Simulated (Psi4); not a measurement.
Psi4 input (wB97X-D/6-31G*):

```
memory 1500 MB

molecule {
0 1
C    -1.10482799    0.00685239   -0.02645507
N     0.31271397   -0.00193952    0.00748792
C     1.47683890   -0.00915969    0.03536285
H    -1.46003960   -0.68901516   -0.78610308
H    -1.49901660   -0.29209176    0.94448251
H    -1.46200701    1.00852736   -0.26424163
symmetry c1
no_reorient
no_com
}

set {
  basis 6-31G*
  reference rks
  scf_type pk
  dft_radial_points 99
  dft_spherical_points 590
  e_convergence 1e-8
  d_convergence 1e-7
  maxiter 150
}

e = energy('wb97x-d')
print_out(f'\nFINAL {e:.10f} DIPOLE {variable("CURRENT DIPOLE")[0]:.6f} {variable("CURRENT DIPOLE")[1]:.6f} {variable("CURRENT DIPOLE")[2]:.6f}\n')
```

From the last part of the output:

```
      Ntotal   =   21.9999998917 ; deviation = -1.083e-07

    Orbital Energies [Eh]
    ---------------------

    Doubly Occupied:

       1A    -14.484867     2A    -10.366831     3A    -10.320996
       4A     -1.052101     5A     -0.869293     6A     -0.643385
       7A     -0.564424     8A     -0.564424     9A     -0.417489
      10A     -0.417488    11A     -0.380358

    Virtual:

      12A      0.118422    13A      0.118422    14A      0.180069
      15A      0.242635    16A      0.247017    17A      0.247017
      18A      0.438522    19A      0.503070    20A      0.594734
      21A      0.594734    22A      0.712465    23A      0.712465
      24A      0.729651    25A      0.893828    26A      0.893828
      27A      0.943392    28A      0.965901    29A      0.965902
      30A      0.993411    31A      1.158599    32A      1.443369
      33A      1.487333    34A      1.487334    35A      1.598861
      36A      1.598861    37A      1.658203    38A      1.981202
      39A      1.981203    40A      2.045502    41A      2.045503
      42A      2.172426    43A      2.298008    44A      2.298009
      45A      2.591670    46A      2.853317    47A      2.853318
      48A      3.363990    49A      4.004455    50A      4.201764
      51A      4.570641

    Final Occupation by Irrep:
              A
    DOCC [    11 ]
    NA   [    11 ]
    NB   [    11 ]

  @RKS Final Energy:  -132.66691157438811

   => Energetics <=

    Nuclear Repulsion Energy =             60.2144983585876190
    One-Electron Energy =                -296.8401725160514388
    Two-Electron Energy =                 116.8619647182638488
    DFT Exchange-Correlation Energy =     -12.9022930643359715
    Empirical Dispersion Energy =          -0.0009090708521477
    VV10 Nonlocal Energy =                  0.0000000000000000
    Total Energy =                       -132.6669115743881093

Computation Completed

Properties will be evaluated at   0.000000,   0.000000,   0.000000 [a0]

Properties computed using the SCF density matrix

 Multipole Moments:

 ------------------------------------------------------------------------------------
     Multipole            Electronic (a.u.)      Nuclear  (a.u.)        Total (a.u.)
 ------------------------------------------------------------------------------------

 L = 1.  Multiply by 2.5417464519 to convert [e a0] to [Debye]
 Dipole X            :         -1.4473247            0.0000001           -1.4473246
 Dipole Y            :          0.0089840            0.0000000            0.0089840
 Dipole Z            :         -0.0346577           -0.0000002           -0.0346578
 Magnitude           :                                                    1.4477674

 ------------------------------------------------------------------------------------

FINAL -132.6669115744 DIPOLE -1.447325 0.008984 -0.034658

*** Psi4 exiting successfully. Buy a developer a beer!
```

The geometry given is a B3LYP-D3(BJ)/def2-TZVP minimum.
